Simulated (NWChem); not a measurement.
# C₂H₄F₂Si; SMILES FC(F)=C[SiH3]

Computed with NWChem. Pople sets run with spherical d functions. All runs use the structure optimised with PBE-D3(BJ)/def2-SVP. Total energies of different functionals are on different scales.

```tsv
level	energy (Ha)	highest occupied level (eV)	orbital gap (eV)	dipole (D)
B3LYP/6-31G*	-567.7537	-7.21	7.12	0.69
PBE/6-31G*	-567.2903	-6.15	5.33	0.56
PBE0/6-31G*	-567.3295	-7.50	7.60	0.69
B97-D/6-31G*	-567.5739	-6.16	5.40	0.61
B3PW91/6-31G*	-567.6020	-7.30	7.16	0.69
LC-BLYP (range parameter 0.33 per bohr)/6-31G*	-567.0027	-9.65	11.95	0.65
KT2/6-31G*	-574.1865	-6.20	5.41	0.59
```
